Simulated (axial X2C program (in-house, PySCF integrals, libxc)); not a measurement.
**Bond lengths and stretching modes, held linear, of ZrSH**

Calculated with an in-house all-electron X2C program for linear molecules (integrals from PySCF): two-component X2C with atomic mean-field Coulomb and Gaunt terms, Gaussian nuclei, basis Zr dyall-v3z, S dyall-av3z, H dyall-v3z with contracted cores. Spin-free rows use the one-electron spin-free X2C Hamiltonian.

Masses Zr 89.905, S 31.972, H 1.008 u. States: 2c Ω = 3/2 (beyond evenly filled blocks: ω = 1/2, ω = -3/2, ω = 5/2); spin-free M_S = 3/2, Λ = 0 (beyond evenly filled blocks: σα, δ+α, δ-α).

PBE0, 2c: energies above the lowest point

| r(Zr–S) (Å) | r(S–H) (Å) | E (meV) |
| --- | --- | --- |
| 2.2844 | 1.3016 | 37.04 |
| 2.2844 | 1.3350 | 21.30 |
| 2.2844 | 1.3684 | 36.56 |
| 2.3430 | 1.3016 | 15.33 |
| 2.3430 | 1.3350 | 0.00 |
| 2.3430 | 1.3684 | 15.67 |
| 2.3430 | 1.4018 | 57.40 |
| 2.4016 | 1.3016 | 38.22 |
| 2.4016 | 1.3350 | 23.09 |
| 2.4016 | 1.3684 | 38.94 |
| 2.4602 | 1.3350 | 81.26 |
| 2.4602 | 1.4018 | 138.98 |

Q: Fit a quadratic surface with cubic terms in each bond: where is the minimum, and what are the two stretching wavenumbers?

A: At PBE0, 2c: bonds 2.340 and 1.334 Å; harmonic stretches 383.5 and 2783.8 cm⁻¹; force constants 2.09, 4.46 and coupling 0.02 mdyn/Å.

The other levels and Hamiltonians give:

```
Hamiltonian  level  r(Zr–S) (Å)  r(S–H) (Å)  lower stretch (cm⁻¹)  upper stretch (cm⁻¹)
         2c     HF        2.437       1.319                 347.9                2919.9
         2c  TPSSh        2.340       1.335                 383.0                2755.0
         2c    MP2        2.340       1.329                 384.5                2821.4
  spin-free   PBE0        2.340       1.334                 383.6                2784.7
  spin-free     HF        2.437       1.319                 348.1                2920.6
  spin-free  TPSSh        2.341       1.335                 383.1                2755.9
  spin-free    MP2        2.340       1.329                 384.8                2821.8
```

Each state is one determinant, the lowest of a limited PBE0 search; the stretches come from a fit to these few points and carry an uncertainty of a few per cent. Other orders of the atoms were not compared. MP2 freezes inner shells (threshold -2 hartree). The molecule was held linear; bending was not examined, so a bent shape may lie lower. Hydrosulfides and their kin are strongly bent in nature, so this linear model does not describe the real molecule. Note: several unpaired electrons, one determinant need not be a pure state.
